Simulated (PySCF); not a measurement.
C₈H₁₅PS.
Cartesian coordinates in Å at the PBE0-D3(BJ)/def2-SVP level; atoms count from 1:
```xyz
25
C8H15PS angstrom
C     -2.889    1.244   -0.607
C     -1.911    0.282    0.059
C     -2.118   -1.149   -0.420
C     -0.477    0.774   -0.141
P      0.808   -0.183    0.757
S      0.303   -0.742    2.553
C      2.329    0.854    0.555
C      2.936    0.365   -0.726
C      2.472   -0.792   -1.216
C      1.391   -1.478   -0.435
H     -3.929    0.937   -0.421
H     -2.740    1.270   -1.700
H     -2.768    2.270   -0.228
H     -2.090    0.294    1.148
H     -3.172   -1.445   -0.312
H     -1.520   -1.857    0.175
H     -1.849   -1.263   -1.485
H     -0.387    1.805    0.240
H     -0.193    0.796   -1.209
H      2.979    0.673    1.429
H      2.080    1.927    0.550
H      3.735    0.929   -1.217
H      2.863   -1.237   -2.137
H      0.564   -1.852   -1.058
H      1.767   -2.329    0.157
```

All values: PBE0/pcSseg-1 (PySCF, non-relativistic), on one gas-phase PBE0-D3(BJ)/def2-SVP geometry that isn't relaxed in the solvent. The solvent is an IEF-PCM continuum (cavity from Bondi-type radii × 1.2). Specific hydrogen bonds and non-electrostatic terms are outside this model.

Gas phase at PBE0/pcSseg-1: HOMO -6.35 eV, LUMO -0.23 eV, dipole 4.47 D.

**Question.** What does the continuum do to the energy, the frontier levels and the dipole at PBE0/pcSseg-1 in acetone and dimethylsulfoxide?

**Answer.** 
| solvent | ε | E(solvent) − E(gas) (kJ/mol) | polarisation term (kJ/mol) | distortion of the solute (kJ/mol) | HOMO (eV) | LUMO (eV) | dipole (D) |
| --- | --- | --- | --- | --- | --- | --- | --- |
| acetone | 20.49 | -33.38 | -42.56 | 9.18 | -6.75 | 0.03 | 6.54 |
| dimethylsulfoxide | 46.83 | -35.09 | -45.31 | 10.22 | -6.77 | 0.04 | 6.67 |

The first energy column is the sum of the next two and covers electrostatics alone. From acetone to dimethylsulfoxide the lowering changes by a factor 1.05, Onsager's factor (ε − 1)/(2ε + 1) by 1.04 and ε itself by 2.3.

**Question.** Which radius a makes the point-dipole formula ΔE = −[(ε − 1)/(2ε + 1)]·μ²/a³ give the value in dimethylsulfoxide, with the gas-phase dipole?

**Answer.** μ = 1.760 au and |ΔE| = 0.01336 Eh give a = 2.55 Å; the farthest nucleus lies 4.04 Å from the centroid of the nuclei, so such a sphere wouldn't even hold the nuclei. The formula assumes a rigid point dipole at the centre of a sphere.

**Question.** Give the dipole vector in the frame of the coordinates (D, pointing from negative to positive charge), gas and dimethylsulfoxide.

**Answer.** Gas (0.89, 1.34, -4.17), solvent (1.41, 2.05, -6.18). Its length changes by +49 % and its direction by less than 1°.

**Question.** Which ESP-fitted charges (PBE0/pcSseg-1) respond most in acetone (means over atoms taken as equivalent)?

**Answer.** 
```tsv
atoms	environment	gas (e)	solvent (e)	change
S6	sulfur bonded to P	-0.368	-0.514	-0.146
P5	phosphorus bonded to 3 C and S	+0.087	+0.172	+0.085
C8/C9	alkene CH carbon	-0.189	-0.215	-0.026
C1/C3	methyl carbon	-0.546	-0.570	-0.024
H22/H23	vinylic hydrogen	+0.127	+0.149	+0.022
C4	sp3 carbon bound to phosphorus	-0.507	-0.491	+0.016
C2	sp3 CH carbon	+0.534	+0.549	+0.015
H14	methine hydrogen	-0.011	-0.026	-0.015
H21/H24	methylene hydrogen	+0.066	+0.078	+0.012
C7/C10	sp3 carbon bound to phosphorus	+0.029	+0.040	+0.011
H18/H19	methylene hydrogen	+0.180	+0.188	+0.008
H11 (×6)	methyl hydrogen	+0.130	+0.136	+0.006
```

**Question.** Which Mayer bond orders change most in acetone?

**Answer.** 
| bond | length (Å) | gas | solvent | change |
| --- | --- | --- | --- | --- |
| P5–S6 | 1.949 | 1.738 | 1.593 | -0.145 |
| P5–C7 | 1.852 | 0.901 | 0.926 | +0.025 |
| C4–P5 | 1.837 | 0.871 | 0.893 | +0.022 |
| C10–P5 | 1.854 | 0.884 | 0.906 | +0.022 |
| C4–H18 | 1.103 | 0.935 | 0.927 | -0.008 |
| C7–H21 | 1.102 | 0.931 | 0.924 | -0.007 |
| C10–H24 | 1.100 | 0.923 | 0.916 | -0.007 |
| C2–H14 | 1.104 | 0.923 | 0.928 | +0.005 |

**Question.** How do the nuclear quadrupole coupling constants eQVzz/h respond in acetone?

**Answer.** 
| nucleus | Q (barn) | gas (MHz) | solvent (MHz) | η gas | η solvent |
| --- | --- | --- | --- | --- | --- |
| 33S at S6 | -0.06781 | -36.86 | -35.49 | 0.07 | 0.06 |

The run took 2.0 min wall on Arm Neoverse N1, one thread, no GPU (shared host). This is the whole shielding run at PBE0/pcSseg-1 in dimethylsulfoxide, SCF included.
